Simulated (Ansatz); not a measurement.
## A rate constant, worked out

An elementary step of SiNH5BrCl, singlet (SiH₂BrCl ([Cl][SiH2][Br]) + NH₃ → SiNH₄Cl ([NH2][SiH2][Cl]) + HBr; Si–Br, H–N broken or loosened, Si–N, Br–H formed or tightened). The start structure is the complex of the reactants, bound by 0.21 eV, and the electronic barrier above it is 0.750 eV by CCSD(T) at an estimated basis limit (MP2 extrapolated from triple and quadruple zeta, plus CCSD(T) − MP2 in triple zeta). Computed with Ansatz 0.2.0 (basis: def2-TZVPP and def2-QZVPP); correlated methods freeze the cores. Filled d shells of the heavier atoms are correlated. The def2 sets are not built for correlating such inner shells, so the correlated values are less sure here. Extrapolation: Hartree–Fock as exp(−7.88 √X), correlation as X^−2.97. Harmonic wavenumbers at PBE0-D4/def2-TZVP (Ansatz 0.2.0), in cm⁻¹:

Start: 99, 139, 144, 169, 180, 394, 473, 474, 514, 565, 836, 938, 971, 1159, 1649, 1658, 2252, 2283, 3485, 3616, 3621.

Saddle: 118i, 113, 131, 164, 308, 540, 547, 584, 649, 797, 874, 974, 1000, 1276, 1569, 1581, 2188, 2333, 2647, 3488, 3573.

Task: Work out the transition-state-theory rate constant at 400 K from these numbers alone (harmonic vibrations; rotation, path degeneracy and anharmonicity left out), and the Wigner tunnelling factor. Use 1 cm⁻¹ = 1.2398 × 10⁻⁴ eV and k_B = 8.617 × 10⁻⁵ eV/K.

Result: Zero-point energies, half the sums: start 25619/2 cm⁻¹ = 1.5882 eV; saddle, real modes only, 25336/2 cm⁻¹ = 1.5706 eV.
Barrier with zero-point energy: 0.750 + 1.5706 − 1.5882 = 0.7324 eV.
k_BT = 0.03447 eV, so the barrier is 21.25 k_BT.
Vibrational partition functions from the zero-point level, ln q = −Σ ln(1 − exp(−hν/k_BT)): start 5.700, saddle 4.001.
k = (k_BT/h) exp(ln q‡ − ln q) exp(−E0/k_BT), with log₁₀(k_BT/h in s⁻¹) = 12.92: log₁₀ k = 12.92 + (-1.699 − 21.25)/2.3026 = 2.95, so k ≈ 9 × 10^(2) s⁻¹.
Wigner factor: 1 + (hν‡/k_BT)²/24 = 1 + (0.42)²/24 = 1.01. A change of 1 kcal/mol (0.043 eV) in the barrier would change k by a factor of 3.5 at this temperature.

T1 diagnostic: at most 0.009.

The step is the kind of exchange with an N–H group that builds nitride films in atomic layer and chemical vapour deposition.

Labels in which every atom is bracketed show which atoms are joined, not bond orders.

For scale, one of the runs: CCSD(T)/def2-TZVPP, 233 basis functions, launched by `ansatz run in.yaml --threads 8 --pin off --events-out ev --progress --plain --max-ram 19148MiB`. The run took 19 s on 8 CPU threads of an Intel Xeon 6975P-C (shared host), with 4.4 GiB of host memory at its peak.
